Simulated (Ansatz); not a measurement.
Geometry optimisation, RKS PBE-D4/6-31G* in Ansatz.

Input file:

```yaml
crystal:
  periodic: [false, false, false]
  atoms:
    - { symbol: B, position_ang: [-0.047571, 0.527064, -0.396425] }
    - { symbol: H, position_ang: [0.034702, 0.051644, 1.954792] }
    - { symbol: "N", position_ang: [1.203196, -0.008149, -0.809153] }
    - { symbol: H, position_ang: [1.332909, -0.916914, -1.242113] }
    - { symbol: H, position_ang: [2.05551, 0.541706, -0.747859] }
    - { symbol: O, position_ang: [-1.251696, -0.141954, -0.460763] }
    - { symbol: H, position_ang: [-1.162711, -1.041095, -0.818098] }
    - { symbol: F, position_ang: [-0.087268, 1.780529, 0.073852] }
    - { symbol: H, position_ang: [0.029528, 0.76267, 1.939667] }
basis:
  gaussian: { orbitals: "6-31G*" }
hamiltonian:
  xc: pbe
  dispersion: d4
relax:
  f_tol: 0.03
  max_steps: 50
output:
  orbitals: {}
```

Launched with:

```bash
$ ansatz run input.yaml --threads 1 --pin off --max-ram 2048MiB --backend cpu --events-out ev --progress --plain --runs-dir out
```

Problem. Where does it end, and by what steps?

Solution. The forces met the threshold. After 18 steps the energy has fallen by 0.207 eV; H2 moved furthest, 1.59 Å.

```csv
step,energy less start (eV),largest force component (eV/Å),accepted
0,0.0000,1.599,yes
1,-0.1263,0.357,yes
2,-0.1622,0.217,yes
3,-0.1751,0.141,yes
4,-0.1789,0.059,yes
5,-0.1773,0.645,no
6,-0.1816,0.047,yes
7,-0.1846,0.295,yes
8,-0.1920,0.083,yes
9,-0.1958,0.063,yes
10,-0.1815,0.952,no
11,-0.1984,0.102,yes
12,-0.2000,0.180,yes
13,-0.2026,0.180,yes
14,-0.2048,0.098,yes
15,-0.2061,0.052,yes
16,-0.2069,0.092,yes
17,-0.2071,0.053,yes
18,-0.2074,0.015,yes
```

```xyz
9
Properties=species:S:1:pos:R:3
B -0.112 0.314 -0.614
H 0.245 0.730 3.373
N 1.175 -0.079 -1.067
H 1.360 -0.809 -1.747
H 2.012 0.377 -0.717
O -1.311 -0.234 -1.016
H -1.186 -0.949 -1.666
F -0.193 1.314 0.296
H 0.117 0.893 2.652
```

The run took 33 s on 1 thread of Intel(R) Xeon(R) Platinum 8375C CPU @ 2.90GHz (Ice Lake), on a shared host, peak memory 0.17 GiB.
